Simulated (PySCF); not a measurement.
MN15 on Fe (iron, neutral)

Configuration: [Ar] 3d8, high-spin 3F determinant (an excited configuration). Calculation: PySCF 2.14, in aug-cc-pVQZ-DK; the spin-free X2C one-electron Hamiltonian (Gaussian nucleus).

* Total energy: -1273.229 hartree
* One-electron energy: -1762.340 hartree
* Hartree (Coulomb) energy: 546.202 hartree
* Exchange-correlation energy: -57.091 hartree
* ⟨S²⟩: 2.0390
* ⟨L²⟩: 12.005
* Sum of ⟨r⟩: 20.27 bohr
* Sum of ⟨r²⟩: 31.81 bohr²
* Langevin diamagnetic susceptibility: -25.2 ×10⁻⁶ cm³/mol
* Time after the integrals: roughly 26 core-seconds

```tsv
shell	electrons	mean orbital energy (eV)	spread (eV)	rms radius, mean of both spins (bohr)
1s β	1	-6981.4	0	0.0675
1s α	1	-6981.4	0	0.0675
2s α	1	-803.41	0	0.293
2s β	1	-803.19	0	0.293
2p α	3	-694.33	0	0.261
2p β	3	-693.93	0	0.261
3s α	1	-88.176	0	0.892
3s β	1	-87.012	0	0.892
3p α	3	-56.964	0	0.950
3p β	3	-55.206	0	0.950
3d α	5	-4.616	0.509	1.74
3d β	3	-2.920	0	1.74
```

Densities and radii are taken from the X2C orbitals without a picture-change correction, which distorts them close to the nucleus.
